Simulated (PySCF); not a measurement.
Precursor series Mo Cl-OH. Isolated molecules, 0 K electronic values unless said otherwise. One relaxed conformer stands for each flexible species; it need not be the lowest.

Quantity: redistribution energy (mixed species minus the weighted end members), in kJ/mol.

Level 1: M06-2X/6-31G* (LANL2DZ on Mo) // r2SCAN-D4/def2-SVP (PySCF)
Level 2: PBE/6-31G* (LANL2DZ on Mo) // r2SCAN-D4/def2-SVP (PySCF)
Level 3: SVWN5/6-31G* (LANL2DZ on Mo) // r2SCAN-D4/def2-SVP (PySCF)
Level 4: frozen-core MP2/6-31G* (LANL2DZ on Mo) // r2SCAN-D4/def2-SVP (PySCF)

| species | level 1 | level 2 | level 3 | level 4 |
|---|---|---|---|---|
| 5 of 6 Cl replaced by OH: [Mo(Cl)(OH)5] | -18.32 | -1.64 | -3.11 | -14.97 |
| 4 of 6 Cl replaced by OH: [Mo(Cl)2(OH)4] | -50.7 | -35.95 | -35.89 | -56.0 |
| 1 of 6 Cl replaced by OH: [Mo(Cl)5(OH)] | -12.89 | -3.20 | -3.21 | -7.85 |
| 2 of 6 Cl replaced by OH: [Mo(Cl)4(OH)2] | -25.72 | -10.96 | -10.68 | -23.72 |
